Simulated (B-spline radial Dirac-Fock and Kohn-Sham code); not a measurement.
**Ionisation of each subshell: Tc¹²⁺**

System: Tc¹²⁺, configuration [Ar] 3d10 4s2 4p1; nuclear rms radius 4.4112 fm (A = 97).

Level of theory: Dirac-Fock ΔSCF + Breit + QED; a radial finite-basis atomic code. Correlation and solid-state effects are left out. Energies are counted from the vacuum level.

All terms are in eV, carry their sign (relaxation lowers the binding energy) and add up to the binding energy; ⟨r⟩ is the mean radius of the orbital in the initial state.

```
subshell  −ε (Koopmans)  relaxation   Breit  self-energy  vacuum polarisation  binding energy  ⟨r⟩ (bohr)
       K        21426.7      -48.95  -39.14       -22.17                 2.61         21319.1       0.034
      L1         3345.5      -21.21   -3.40        -2.57                 0.28          3318.6       0.149
      L2         3094.8      -24.08   -5.78         0.24                -0.01          3065.1       0.127
      L3         2975.6      -23.32   -3.84         0.00                -0.02          2948.5       0.132
      M1          811.3       -4.15   -0.49        -0.48                 0.05           806.3       0.410
      M2          712.8       -4.49   -0.85         0.05                 0.00           707.5       0.405
      M3          691.9       -4.25   -0.51         0.01                 0.00           687.2       0.414
      M4          521.0       -5.13   -0.24         0.05                 0.00           515.7       0.390
      M5          517.0       -5.02   -0.10         0.04                 0.00           511.9       0.393
      N1          290.0       -0.29   -0.11        -0.10                 0.01           289.5       0.952
    N2,3          259.3       -0.24   -0.13         0.01                 0.00           258.9       1.005
```

For the deepest level, K (1s), the Breit terms make up -0.184 % of the binding energy, QED -0.092 % and orbital relaxation -0.230 %.

Spin-orbit splittings: 2p 116.7 eV, 3p 20.38 eV, 3d 3.76 eV.

Going to the tabulated ground configuration of the next ion removes an electron from N2,3 (4p), computed at 258.9 eV. NIST lists 262.08 ± 0.12 eV as the ionisation energy of this species (semi-empirical), +3.18 eV from the computed value. Where a p, d or f shell is open in either ion the computed value averages over both j values and all terms, while the table refers to the lowest levels; that difference holds spin-orbit splitting (largest in heavy or highly charged ions), term energies where several electrons share open shells, and correlation, and it can reach 10 % or more.
